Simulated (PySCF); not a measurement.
disulfane (H2S2), SMILES SS. Atoms are numbered in the order given.

```xyz
4

S      1.0207     0.0678     0.0551
S     -1.0207    -0.0678     0.0551
H      1.2846    -0.8625    -0.8821
H     -1.2846     0.8625    -0.8821
```

Geometry: PBE0-D3(BJ)/def2-TZVP.

Two levels are set side by side: PBE/pcSseg-2 (PySCF) and KT2/pcSseg-2 (PySCF). GIAO shifts against H2S (³³S), TMS (¹H) at the same level; non-relativistic, no solvent, atoms listed together averaged. Differences are taken from unrounded values.

| quantity | PBE |
|---|---|
| δ(³³S) of S1, S2 (ppm) | 125.0 |
| δ(¹H) of H3, H4 (ppm) | 3.23 |

**Question.** These are the PBE values. What does KT2 give? (The exact figures need the calculation; the answer reports its results.)

**Answer.** 
| quantity | KT2 | PBE minus KT2 |
|---|---|---|
| δ(³³S) of S1, S2 (ppm) | 115.9 | 9.1 |
| δ(¹H) of H3, H4 (ppm) | 3.20 | 0.04 |

Rough cost on one machine, each run with all the roots and properties that it gave: KT2 against PBE within a factor of 2.
